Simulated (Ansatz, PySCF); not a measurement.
The PySCF input:
```python
from pyscf import gto, scf, dft

mol = gto.M(
    atom='''
Cd   -0.000000   -0.000000   -0.559200
S     0.000000    0.000000    1.677600
''',
    basis='def2-svp',
    ecp={'Cd': 'def2-svp'},
    charge=0,
    spin=0,
    verbose=4,
)

mf = dft.RKS(mol)
mf.xc = 'pbe0'
mf.grids.atom_grid = (99, 590)
mf.grids.prune = None
mf.kernel()
```

Problem. Write the same job for Ansatz (a first-principles code).

Solution. Several could match; the one computed here: 
Ansatz 0.2 input:
```yaml
crystal:
  periodic: [false, false, false]
  atoms:
    - {symbol: Cd, position_ang: [-0.00000000, -0.00000000, -0.55920001]}
    - {symbol: S, position_ang: [0.00000000, 0.00000000, 1.67760003]}
basis:
  gaussian:
    orbitals: def2-SVP
hamiltonian:
  xc: pbe0
accuracy: high
```

Both were run: PySCF gave -565.606409 Eh and Ansatz -565.606410 Eh, 0.001 mEh apart.
